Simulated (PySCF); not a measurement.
C3H6BFO2. Atoms are numbered in the order given.

```xyz
13

C     -1.6721    -1.0288     0.0572
C     -1.2081     0.2224     0.0205
C     -2.0056     1.4561     0.3211
O      0.0782     0.5463    -0.3492
B      1.2122    -0.1717    -0.1290
O      2.3628     0.2600    -0.7014
F      1.2174    -1.2703     0.6432
H     -1.0414    -1.8877    -0.1779
H     -2.7115    -1.2096     0.3369
H     -1.5475     2.0068     1.1585
H     -3.0430     1.2056     0.5791
H     -2.0012     2.1266    -0.5529
H      3.1141    -0.2993    -0.4764
```

The structure is a stationary point at ωB97X-D3(BJ)/def2-SVP. Other conformers were not sampled.

These are ωB97X/def2-TZVP in PySCF values and carry that method's errors.

ESP charges are fitted to the potential on shells at 1.4 to 2.0 van der Waals radii. Atomic charges (e):

```
atom  ESP fit    IAO
----  -------  -----
C1      -0.81  -0.39
C2       0.61   0.24
C3      -0.72  -0.42
O4      -0.40      ?
B5       0.76      ?
O6      -0.67      ?
F7      -0.33      ?
H8       0.27   0.15
H9       0.25   0.15
H10      0.20   0.15
H11      0.20   0.15
H12      0.20   0.16
H13      0.44      ?
```

Problem. Some entries are withheld; supply them. (Estimate from the structure and the level; the computed values follow.)

Solution. 
- O4, IAO: -0.40
- B5, IAO: 0.75
- O6, IAO: -0.57
- F7, IAO: -0.36
- H13, IAO: 0.38

Computed Mayer and Wiberg (Löwdin basis) orders of the bonds:
| bond | Mayer | Wiberg |
|---|---|---|
| C1–C2 | 1.86 | 2.07 |
| C2–C3 | 0.96 | 1.25 |
| C2–O4 | 0.96 | 1.40 |
| O4–B5 | 1.22 | 1.78 |
| B5–O6 | 1.36 | 2.01 |
| B5–F7 | 1.15 | 2.01 |
| C1–H8 | 0.98 | 0.88 |
| C1–H9 | 0.97 | 0.88 |
| C3–H10 | 0.96 | 0.89 |
| C3–H11 | 0.99 | 0.89 |
| C3–H12 | 0.97 | 0.89 |
| O6–H13 | 0.87 | 0.94 |
